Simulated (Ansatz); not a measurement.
`[CH3][Ge][Br]` + `[OH][GaH2]` → `C[O][GaH2]` + `[GeH][Br]` at 298.15 K and 1 bar (substitution at a C–Ge bond).

Computed with Ansatz on PBE0-D4/def2-TZVP structures; ΔE is electronic, products minus reactants. CCSD(T)/CBS adds triple-zeta CCSD(T) − MP2 to the extrapolated MP2 energy (def2 sets, frozen cores). For Br, Ga, Ge outer-core shells are correlated without core-valence functions, which leaves a few kJ/mol of doubt a bond. Scalar relativity is left out up to krypton.

| species | CCSD(T)/CBS energy (Eh) | H − E (kJ/mol) | S (J/(mol·K)) |
| --- | --- | --- | --- |
| `[CH3][Ge][Br]` | -4689.31568 | 110.4 | 322.0 |
| `[OH][GaH2]` | -2000.92981 | 82.7 | 263.1 |
| `C[O][GaH2]` | -2040.16771 | 160.8 | 303.8 |
| `[GeH][Br]` | -4650.03665 | 28.7 | 275.9 |

H − E and S are ideal-gas, rigid-rotor, harmonic terms from PBE0-D4/def2-TZVP. 1 Eh = 2625.50 kJ/mol, R = 8.31446 J/(mol·K).

Problem. By hand: ΔE, ΔH, ΔS and ΔG.

Solution. ΔE = (-2040.16771) + (-4650.03665) − (-4689.31568) − (-2000.92981) = 0.04113 Eh = 108.0 kJ/mol. Δ(H − E) = 160.8 + 28.7 − 110.4 − 82.7 = -3.6, so ΔH = 104.4 kJ/mol. ΔS = 303.8 + 275.9 − 322.0 − 263.1 = -5.4 J/(mol·K). ΔG = 104.4 − 298.15 × (-5.4)/1000 = 106.0 kJ/mol.

Problem. By hand: the equilibrium constant, and the temperature at which ΔG would vanish if ΔH and ΔS stayed fixed.

Solution. log₁₀ K = −ΔG/(RT ln 10) = -18.6. ΔH and −TΔS have one sign here, so there is no such temperature. One of them is within its doubt of zero, so this could turn.

The number of gas molecules stays the same, so ΔS is small and ΔH decides. A doubt of 5 kJ/mol in ΔE shifts log₁₀ K by 0.9 here. These are equilibria of isolated gas molecules and say nothing of rates. Largest T1 diagnostic: 0.015 (customary marks: 0.02 for closed shells, 0.045 for open ones).
